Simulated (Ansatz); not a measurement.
Si(OH)3(PH2) (H₅O₃PSi), SMILES O[Si](O)(O)P.

The structure is a stationary point at B3LYP-D3(BJ)/def2-SVP. This is a generated structure with no PubChem entry under its InChIKey; it may be hypothetical. One conformer was computed; it need not be the lowest.

Two levels are set side by side: PBE/def2-SVPD (Ansatz, an electronic-structure program) and PBE0/def2-SVPD (Ansatz). Energy differences of separate SCF runs at the same geometry; the states with an electron removed or added have multiplicity 2 and 2. Differences are taken from unrounded values.

```json
[
 {"quantity": "vertical ionisation energy (eV)", "PBE0": "9.80", "PBE": "9.54", "PBE minus PBE0": "-0.25"},
 {"quantity": "vertical singlet–triplet gap (eV)", "PBE0": "5.75", "PBE": "5.66", "PBE minus PBE0": "-0.08"}
]
```
